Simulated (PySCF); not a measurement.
# Computed records: BGeH₃NO

All values are calculated (PySCF 2.14.0). Calculation on a computer-drawn molecule: optimised geometry and harmonic frequencies of an isolated molecule of the commonest isotopes, restricted reference for singlets and unrestricted otherwise, frozen core in MP2; on germanium a core potential holds 10 electrons, which the energies leave out, and 3d is frozen in MP2 and coupled-cluster steps.

```yaml
- formula: BGeH3NO
  start_structure:
    atoms_angstrom:
      - ["N", 1.8167, 1.3341, -0.2388]
      - [Ge, 0.9192, -0.0797, 0.5106]
      - [B, 1.0059, 0.2816, 2.4196]
      - [O, 1.1382, 0.4019, 3.6414]
      - [H, 2.8237, 1.434, -0.0028]
      - [H, 1.7398, 1.5832, -1.1775]
      - [H, -0.5225, 0.3276, -0.0238]
  given:
    charge: 0
    multiplicity: 2
    method: HF
    basis: cc-pVDZ
    basis_and_core_potential_on_germanium: "cc-pVDZ-PP ECP10MDF"
    drawn_bonds_atom: [1, 2, 3, 1, 1, 2]
    drawn_bonds_other_atom: [2, 3, 4, 5, 6, 7]
    drawn_bonds_order: [1, 1, 2, 1, 1, 1]
  results:
    optimised_atom_element: ["N", Ge, B, O, H, H, H]
    "optimised_atom_x [angstrom]": [1.869, 0.8803, 1.003, 1.111, 2.843, 1.788, -0.5736]
    "optimised_atom_y [angstrom]": [1.426, 0.07182, 0.2751, 0.3178, 1.444, 1.51, 0.2378]
    "optimised_atom_z [angstrom]": [-0.2776, 0.4695, 2.525, 3.706, -0.03053, -1.276, 0.01273]
    "modes_frequency [cm^-1]": [126.3, 218.4, 315.5, 398.6, 422.5, 586.6, 629.7, 713.3, 739.2, 968.0, 1698, 2122, 2204, 3739, 3834]
    "modes_reduced_mass [dalton]": [3.994, 1.182, 3.604, 9.422, 12.21, 1.274, 1.469, 1.883, 1.376, 1.152, 1.097, 11.2, 1.03, 1.051, 1.095]
    "rotational_constants [GHz]": [12.44, 2.559, 2.159]
    "total_energy [hartree]": -449.1628
    spin_squared: 0.7605
    "convergence_status_largest_gradient_component [hartree/bohr]": 2.095e-05
```
